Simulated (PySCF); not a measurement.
Species: VHF3 (doublet state).
Geometry (PBE0-D3(BJ)/def2-SVP, Å), atoms numbered from 1 in this order:
```xyz
5
F3HV angstrom
V      0.0419   -0.0154   -0.1158
H      0.1279   -0.0363    1.4687
F      1.6930   -0.0381   -0.4863
F     -0.8523    1.4075   -0.4292
F     -1.0104   -1.3177   -0.4374
```

Computed, not measured: PBE0-D3(BJ)/def2-SVP geometry optimisation, gas phase (PySCF).

Q: Which atoms are bound to V1, and at what distances?

A: 4 atoms: H2 1.587 Å, F3 1.692 Å, F5 1.705 Å, F4 1.710 Å.

Q: List the angles at V1.

A: 
| angle | degrees | distance of the outer atoms (Å) |
| --- | --- | --- |
| F3–V1–F5 | 123.4 | 2.99 |
| F3–V1–F4 | 118.8 | 2.93 |
| F4–V1–F5 | 106.2 | 2.73 |
| H2–V1–F4 | 102.8 | 2.58 |
| H2–V1–F5 | 102.2 | 2.56 |
| H2–V1–F3 | 99.5 | 2.50 |

Q: What is the shape at V1?

A: Distorted tetrahedral: angles from 99.5° to 123.4°; τ4 = (360° − α − β)/141° = 0.84 with α and β the two widest (0 for a square, 1 for a tetrahedron). The V–F distances aren't all alike: 1.692 to 1.710 Å.

Q: What are the rotational constants (commonest isotopes, rigid rotor)?

A: A = 6587, B = 5377, C = 3190 MHz: an asymmetric top.

Charge 0, doublet. ⟨S²⟩ = 0.757 (exact for a doublet: 0.75). No PBE0-D3(BJ)/def2-SVP frequencies stand behind this structure, so it isn't proved a minimum.

Neither the SCF state along the optimisation nor the shape of the open-shell metal species was proved the lowest: other solutions of the same spin, or a structure of lower symmetry, can lie below.
